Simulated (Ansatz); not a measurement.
Consider the homolysis of the Si–Si bond: `N[Si](O)([SiH3])Cl` → `N[Si](O)Cl`• + `[SiH3]`•.

Isolated molecules relaxed with PBE0-D4/def2-TZVP in Ansatz; ΔE leaves out vibrations. CBS: MP2 limit from def2 TZ/QZ plus the TZ coupled-cluster correction, frozen cores. This one scheme is used for every species. Functionals use def2-TZVPP. No spin–orbit coupling; open shells (•) take unrestricted orbitals. One conformer a species, not always the lowest.

```json
{"species": "`N[Si](O)([SiH3])Cl`", "r2SCANh-D4 energy (Eh)": "-1172.84481"}
{"species": "`N[Si](O)Cl`•", "r2SCANh-D4 energy (Eh)": "-881.52238"}
{"species": "`[SiH3]`•", "r2SCANh-D4 energy (Eh)": "-291.20654"}
```

**Question.** Work out ΔE.

**Answer.** ΔE = (-881.52238) + (-291.20654) − (-1172.84481) = 0.11589 Eh = +304.3 kJ/mol. CCSD(T)/CBS gives +335.1 kJ/mol.

Largest T1 diagnostic among the species: 0.015.

From PBE to PBE0 (25 % exact exchange), in def2-TZVPP and without D4, ΔE moves by +7.4 kJ/mol. The D4 term adds +16.1 kJ/mol with B3LYP and +9.0 kJ/mol with PBE0; it sums over pairs of atoms, weighted by their polarisabilities, and B3LYP, whose exchange is more repulsive, gets the larger term. At CCSD(T), def2-SVP lies −24.1 kJ/mol from the extrapolated value and def2-TZVPP −10.5 kJ/mol: correlation converges slowly with the basis, and small sets miss more of it in the bonded molecule than in its fragments.

B3LYP here is the variant with VWN-RPA as its local correlation; programs differ in this.
